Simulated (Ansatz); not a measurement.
CH6F2GeSi can be A, `F[SiH](F)[CH2][GeH3]`, or B, `[CH3][Ge]([F])([F])[SiH3]`.

Computed with Ansatz on PBE0-D4/def2-TZVP structures; ΔE is electronic, products minus reactants. CCSD(T)/CBS is the MP2 limit (def2-TZVPP, def2-QZVPP) plus CCSD(T) − MP2 in def2-TZVPP, frozen cores. DFT in def2-TZVPP. B3LYP here is the variant with VWN-RPA as its local correlation; programs differ in this. For Ge outer-core shells are correlated without core-valence functions, which leaves a few kJ/mol of doubt a bond. Scalar relativity is left out up to krypton. Each species was taken in one conformer, which may not be the lowest.

Problem. Which is lower in electronic energy at CCSD(T)/CBS, and by how much? (Estimate.)

Solution. Computed: A, by 34.6 kcal/mol.

Problem. Give E(B) − E(A) in kcal/mol with PBE0-D4, r2SCAN-D4, CCSD(T)/def2-TZVPP, HF/def2-TZVPP, CCSD/def2-TZVPP, B3LYP-D4, PBE-D4. (Best estimate.)

Solution. Ansatz gave: PBE0-D4 30.6, r2SCAN-D4 31.7, CCSD(T)/def2-TZVPP 33.4, HF/def2-TZVPP 34.2, CCSD/def2-TZVPP 34.0, B3LYP-D4 30.8, PBE-D4 27.5. None reverses the order clearly.

Largest T1 diagnostic: 0.012.

From PBE to PBE0 (25 % exact exchange), in def2-TZVPP and without D4, E(B) − E(A) moves by +3.2 kcal/mol.
